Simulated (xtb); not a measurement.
C2ClO2Pt (SMILES [O+]#[C-]->[Pt]([Cl])<-[C-]#[O+]), doublet, at a GFN2-xTB geometry (such geometries of metal compounds can be far from the true shape) (the multiplicity is a formal guess). Base run: GFN2-xTB in xtb.

Geometry (Å):
```xyz
6

Pt     0.0037    -0.1157     0.1475
Cl    -1.9311    -0.8815    -0.3525
O     -0.0388     1.9234    -1.9039
C     -0.0772     1.6952    -0.7833
O      2.8335    -0.1339     1.2067
C      1.7740    -0.0795     0.7938
```
Charge 0, spin multiplicity 2.
All else is at xtb's defaults.
Base energy -21.45817 Eh.

The base run was repeated with changes; each row names its change, and settings that it needs were set with it.

| change | ΔE vs base (mEh) | dipole (D) | SCF cycles |
|---|---|---|---|
| base | 0.000 | 0.93 | 15 |
| etemp = 5000 | -17.832 | 0.85 | 15 |
| gbsa = thf | -5.998 | 1.57 | 14 |
| etemp = 3000 | -3.667 | 0.96 | 15 |
| etemp = 10000 | -95.597 | 0.76 | 15 |

ALPB and GBSA are two models with their own fitted parameters for each solvent, which aren't always the measured dielectric constant.
